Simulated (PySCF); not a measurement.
Job for PySCF: D3(BJ) and D4 dispersion corrections on CH5AlS (SMILES C[S][AlH2]), a point of a torsion scan.

```python
from pyscf import gto
from pyscf.dispersion import dftd3, dftd4

mol = gto.M(
    atom='''
    C     1.35768440    0.16609638    0.11176536
    S     0.18822313   -1.17342327    0.61112467
    Al   -1.56724880   -0.31350824   -0.37238195
    H     1.84602536   -0.11373925   -0.81636725
    H     2.09300920    0.24854626    0.90538488
    H     0.83190183    1.11395718   -0.00359912
    H    -2.36004696   -1.03410109   -1.47476004
    H    -1.93736980    1.14084207   -0.01959711
    ''',
    basis='def2-svp',
    charge=0, spin=0, verbose=0, max_memory=1800)
d3, d4 = {}, {}
for xc in ['hf', 'pbe', 'blyp', 'revpbe', 'tpss', 'r2scan', 'b3lyp', 'pbe0', 'bhlyp', 'camb3lyp', 'b2plyp']:
    d3[xc] = float(dftd3.DFTD3Dispersion(mol, xc=xc, version='d3bj', atm=False).get_dispersion()['energy'])
    print(f'D3(BJ) {xc:10s} {d3[xc]:14.8f} Eh')
for xc in ['hf', 'pbe', 'blyp', 'revpbe', 'tpss', 'r2scan', 'b3lyp', 'pbe0', 'bhlyp', 'camb3lyp', 'b2plyp']:
    d4[xc] = float(dftd4.DFTD4Dispersion(mol, xc={'camb3lyp': 'cam-b3lyp'}.get(xc, xc), atm=True).get_dispersion()['energy'])
    print(f'D4     {xc:10s} {d4[xc]:14.8f} Eh')
```

The log:

```
D3(BJ) hf            -0.04682348 Eh
D3(BJ) pbe           -0.00556166 Eh
D3(BJ) blyp          -0.01247940 Eh
D3(BJ) revpbe        -0.01370699 Eh
D3(BJ) tpss          -0.00717806 Eh
D3(BJ) r2scan        -0.00151239 Eh
D3(BJ) b3lyp         -0.01032588 Eh
D3(BJ) pbe0          -0.00496578 Eh
D3(BJ) bhlyp         -0.00865104 Eh
D3(BJ) camb3lyp      -0.00476969 Eh
D3(BJ) b2plyp        -0.00510135 Eh
D4     hf            -0.01894127 Eh
D4     pbe           -0.00538455 Eh
D4     blyp          -0.01185453 Eh
D4     revpbe        -0.01582719 Eh
D4     tpss          -0.00725122 Eh
D4     r2scan        -0.00123846 Eh
D4     b3lyp         -0.00878237 Eh
D4     pbe0          -0.00453234 Eh
D4     bhlyp         -0.00711894 Eh
D4     camb3lyp      -0.00462880 Eh
D4     b2plyp        -0.00372445 Eh
```

The run finished.

Cost: about 0.020 core-seconds (a rough figure).
